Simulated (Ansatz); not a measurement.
Consider the atomization: `N#CC(N)(F)[SiH3]` → 2 C• + F• + 5 H• + 2 N• + Si•.

Calculated with Ansatz (gas phase, PBE0-D4/def2-TZVP geometries, no zero-point term in ΔE). CBS: MP2 limit from def2 TZ/QZ plus the TZ coupled-cluster correction, frozen cores. This one scheme is used for every species, atoms too. Functionals use def2-TZVPP. B3LYP here is the variant with VWN-RPA as its local correlation; programs differ in this. No spin–orbit coupling; open shells (•) take unrestricted orbitals. Spin–orbit coupling would lower the free atoms: a little for C, F, Si. One conformer a species, not always the lowest.

**Question.** What is ΔE at CCSD(T)/CBS? (Estimate.)

**Answer.** Ansatz gave: +4158.2 kJ/mol.

**Question.** What do these levels give: PBE-D4, PBE0-D4, B3LYP-D4, ωB97X-V, r2SCAN, PBE0, B3LYP, HF/def2-TZVPP, SCS-MP2/def2-TZVPP, CCSD(T)/def2-TZVPP, HF/def2-QZVPP, MP2/CBS(def2)? (Estimate.)

**Answer.** Ansatz gave: PBE-D4 4309.6, PBE0-D4 4173.9, B3LYP-D4 4180.0, ωB97X-V 4193.5, r2SCAN 4149.8, PBE0 4153.7, B3LYP 4141.5, HF/def2-TZVPP 2794.1, SCS-MP2/def2-TZVPP 4118.3, CCSD(T)/def2-TZVPP 4027.5, HF/def2-QZVPP 2801.1, MP2/CBS(def2) 4263.4 kJ/mol.

Largest T1 diagnostic among the species: 0.013.

The D4 term adds +38.4 kJ/mol with B3LYP and +20.2 kJ/mol with PBE0; it sums over pairs of atoms, weighted by their polarisabilities, and B3LYP, whose exchange is more repulsive, gets the larger term. In def2-TZVPP, CCSD(T) changes the Hartree–Fock value by +1233.3 kJ/mol (the triples alone add +86.7 kJ/mol) and MP2 by +1338.5 kJ/mol; breaking electron pairs costs correlation energy, which Hartree–Fock lacks.

For atomizations the MP2-based limit and the directly extrapolated one differ by several kJ/mol either way, and by 10 to 25 for some Ge, Se and Sn compounds, so smaller differences from it don't rank the levels.
